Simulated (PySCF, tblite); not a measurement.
Problem. What does the GFN2-xTB structure of `C[SiH2]c1ccccc1` look like in three dimensions?

Solution. 
Z-matrix in Å and degrees, rows numbered from 1:
```
C 
Si  1  1.9003
C   2  1.8904  1  109.88
C   3  1.3919  2  121.10  1   -89.93
C   4  1.3831  3  121.33  2  -179.82
C   5  1.3846  4  119.96  3    -0.03
C   6  1.3847  5  119.63  4    -0.28
C   7  1.3832  6  119.98  5     0.31
H   1  1.0864  2  111.40  3    60.13
H   1  1.0860  2  110.95  3  -179.96
H   1  1.0864  2  111.43  3   -59.98
H   2  1.4689  1  109.78  3  -119.66
H   2  1.4689  1  109.80  3   119.67
H   4  1.0813  3  119.26  2     0.01
H   5  1.0811  4  120.05  3   179.85
H   6  1.0806  5  120.20  4   179.63
H   7  1.0811  6  119.96  5  -179.82
H   8  1.0813  3  119.26  2     0.03
```

The 6-membered ring C3–C4–C5–C6–C7–C8 has internal angles of 117.8° to 121.3° (sum 720°, against 720° for a flat polygon); it is planar, 0.00 Å rms from its mean plane, widest ring torsion 0°. Si2 (SiH2 silicon) is tetrahedral (angles from 108.8° to 109.9°).

Computed geometry: GFN2-xTB, gas phase.

Point group: Cs (tolerance 0.08 Å). Its lowest GFN2-xTB frequency is 15i cm⁻¹, too small to tell a flat minimum from a shallow saddle. One conformer, not necessarily the lowest (C1–Si2–C3–C4 -90°).
